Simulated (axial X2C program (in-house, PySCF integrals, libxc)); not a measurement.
# Ω levels of SSmS(+3) from open-shell CI on f(δφ)1 f(π)0

Calculated with an in-house all-electron X2C program for linear molecules (integrals from PySCF): two-component X2C with atomic mean-field Coulomb and Gaunt terms, basis S dyall-v2z, Sm dyall-v2z (cores contracted in-house). Orbitals come from Hartree–Fock averaged over the configuration Sm f(δφ)1 f(π)0; CI then distributes these electrons over the f(δφ), f(π) shells of Sm.

S–Sm–S held linear, both bonds 3.057 Å (near the minimum of the configuration average).

Active spinors (ω > 0):

```json
{"shell": "f(δφ)", "ω": "5/2", "ε (eV)": "-16.66", "character": "100% Sm f"}
{"shell": "f(δφ)", "ω": "7/2", "ε (eV)": "-15.80", "character": "100% Sm f"}
{"shell": "f(δφ)", "ω": "3/2", "ε (eV)": "-15.40", "character": "100% Sm f"}
{"shell": "f(δφ)", "ω": "5/2", "ε (eV)": "-14.37", "character": "100% Sm f"}
{"shell": "f(π)", "ω": "3/2", "ε (eV)": "-10.71", "character": "98% Sm f"}
{"shell": "f(π)", "ω": "1/2", "ε (eV)": "-4.05", "character": "79% Sm f, 10% S p, 10% S d"}
```

Lowest levels of this model:

```
  Ω  energy (cm⁻¹)    g∥  configuration
5/2              0  4.00    100% f(δφ)1
7/2           7784  8.00    100% f(δφ)1
3/2          14775  2.01    100% f(δφ)1
5/2          23837  6.00    100% f(δφ)1
```

g∥ is the magnitude of 2⟨Lz + ge Sz⟩ for the +Ω component.

Q: From Ω and g∥ of the lowest level, whose 2⟨Lz + ge Sz⟩ is positive, find ⟨Sz⟩ and ⟨Lz⟩ (ge = 2.0023).

A: Ω = ⟨Lz⟩ + ⟨Sz⟩ = 5/2 and ⟨Lz⟩ + ge⟨Sz⟩ = 2.000, so ⟨Sz⟩ = -0.50 and ⟨Lz⟩ = 3.00.

Occupations of the active spinors in the lowest level by ω, shell by shell in order of energy: -7/2: 0.00; -5/2: 0.00 0.00; -3/2: 0.00 0.00; -1/2: 0.00; 1/2: 0.00; 3/2: 0.00 0.00; 5/2: 1.00 0.00; 7/2: 0.00. The leading determinant has weight 1.00 among 2.

This point took 1.3 s on 1 thread of Arm Neoverse V1, on a shared host.

Dynamic correlation is missing, so gaps between terms are too wide and other configurations may lie lower; the lowest level listed is that of this model, not necessarily the ground state. At most 6 roots were kept for each Ω > 0 (twice that for Ω = 0) within 3.5 eV of the lowest, so higher up levels can be missing between those listed; levels with Ω > 0 are doubly degenerate and listed once, Ω = 0 levels singly. States that fill the shells left empty in the average are placed too high. The molecule was held linear; bending was not examined.
